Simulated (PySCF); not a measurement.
C₃H₉BO₃, triplet, geometry from GFN2-xTB (a higher spin typed on purpose: for a closed-shell molecule this is an excited state). Base run: PySCF with DF-B3LYP/6-31G*.

The PySCF input:
```python
from pyscf import gto, scf, dft

mol = gto.M(
    atom='''
B    -0.500376    0.355135    0.528565
O     0.888258    0.876562    0.248112
C     1.085730    2.228268    0.076857
H     0.860408    2.791755    0.992717
H     2.125978    2.387370   -0.222671
H     0.432593    2.615070   -0.718029
O    -0.439314   -0.972391    1.104541
C     0.712669   -1.725330    0.933428
H     1.588288   -1.158056    1.277037
H     0.604192   -2.658980    1.489942
H     0.892838   -1.952870   -0.130689
O    -0.996761    0.327107   -0.910423
C    -1.146723   -0.856825   -1.590462
H    -0.167502   -1.314797   -1.820193
H    -1.735586   -1.585547   -1.019734
H    -1.626859   -0.626517   -2.547978
''',
    basis='6-31g*',
    charge=0,
    spin=2,
    verbose=4,
)

mf = dft.UKS(mol)
mf.xc = 'b3lyp'
mf = mf.density_fit(auxbasis='def2-universal-jkfit')
mf.kernel()
```

The base run was repeated with changes; each row names its change, and settings that it needs were set with it.

| change | ΔE vs base (mEh) | grid points | electrons on the grid |
|---|---|---|---|
| base | 0.000 | 186920 | 56.00002 |
| grids.atom_grid = (50, 194) | -0.025 | 105392 | 55.99974 |
| grids.radi_method = delley | 0.000 | 200640 | 56.00002 |
| grids.atom_grid = (75, 302) | 0.000 | 232192 | 56.00002 |
| grids.level = 0 | -62.936 | 13184 | 56.03623 |
| grids.atom_grid = (99, 590) | 0.004 | 517360 | 55.99999 |
| grids.level = 7 | 0.004 | 1057664 | 56.00000 |
| grids.radi_method = gauss_chebyshev | 0.000 | 182744 | 56.00002 |
| grids.atom_grid = (30, 110) | -0.157 | 39384 | 56.00172 |
| grids.atom_grid = (150, 974) | 0.004 | 1293208 | 56.00000 |
| grids.prune = dft.gen_grid.treutler_prune | -0.001 | 161000 | 56.00002 |

Open shells are given as the SCF converged; they aren't shown to be the lowest states, and a large step between rows can be another state.
